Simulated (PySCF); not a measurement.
# C₆ coefficients of unlike pairs at PBE

Calculated with PySCF 2.14 from the dipole response of each species, C₆(A,B) = (3/π) ∫ α_A(iu) α_B(iu) du, in atomic units, from isotropic polarisabilities. For ions this is the dispersion term alone; charge-induced terms of lower order in 1/R come first.

| species | configuration | basis | relativity | α (bohr³) | C₆ (like pair) |
| --- | --- | --- | --- | --- | --- |
| Br(2+) | [Ar] 3d10 4s2 4p3 (4S) | aug-cc-pwCVDZ-PP with ECP10MDF (6s5p4d1f) | core potential | 8.372 | 40.34 |
| Pd(2+) | [Kr] 4d8 (3F) | aug-cc-pVTZ-PP with one added diffuse shell each of s, p, d, f, g type with ECP28MDF (7s7p6d4f3g) | core potential | 7.017 | 36.95 |
| Te(3+) | [Kr] 4d10 5s2 5p1 (2P) | aug-cc-pVQZ-DK3 (9s8p6d3f2g) | spin-free X2C | 10.45 | 53.11 |
| V+ | [Ar] 3d4 (5D) | aug-cc-pVDZ-DK (7s6p4d2f) | spin-free X2C | 18.71 | 69.23 |

Task: Estimate C₆ for V+ with Te(3+).

Result: The integral gives 58.39. The combination rule 2 C_A C_B / (C_A α_B/α_A + C_B α_A/α_B) gives 54.98 and the geometric mean 60.64.

No spin-orbit coupling is included.

The other pairs:

| pair | C₆ |
| --- | --- |
| V+, Pd(2+) | 46.00 |
| Te(3+), Pd(2+) | 43.34 |
| Te(3+), Br(2+) | 46.17 |
| V+, Br(2+) | 50.03 |
| Pd(2+), Br(2+) | 37.99 |
